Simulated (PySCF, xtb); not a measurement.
C3H5NOSi. Atoms are numbered in the order given.

```xyz
11

O      2.1344     0.0636     0.3950
Si     0.7048     0.1974    -0.4304
C     -0.6481     1.2559     0.3458
C     -1.7004     0.4255     0.4631
C     -1.4212    -0.9790     0.0090
N     -0.2680    -1.2953    -0.4373
H      2.0932    -0.3158     1.2778
H      1.0727     0.6124    -1.8060
H     -0.6931     2.3101     0.6269
H     -2.6888     0.7011     0.8480
H     -2.2321    -1.7274     0.0726
```

Geometry optimised at PBE0-D3(BJ)/def2-SVP. The structure was generated by enumeration; whether it is a known compound was not checked. Other conformers were not sampled.

Method: C-PCM-PBE0/def2-SVP in PySCF.

The values are the electrostatic part of the solvation free energy, E(continuum) − E(gas) at the gas-phase geometry, in a cavity of scaled van der Waals radii (PySCF's table); cavitation and dispersion terms are not included. In vacuum the orbital gap is 5.22 eV. The dipole moment in vacuum is 2.75 D.

Computed values in water (ε = 78.36), benzene (ε = 2.27), dimethylsulfoxide (ε = 46.83):
| solvent | ε | ΔG(elec) (kcal/mol) | dipole (D) | gap (eV) |
|---|---|---|---|---|
| water | 78.36 | -7.2 | 3.64 | 5.43 |
| benzene | 2.27 | -3.8 | 3.19 | 5.33 |
| dimethylsulfoxide | 46.83 | -7.1 | 3.63 | 5.43 |

For comparison, GFN2-xTB/ALPB(water) (xtb, at the GFN2-xTB geometry, all terms of that model) gives -5.4 kcal/mol.
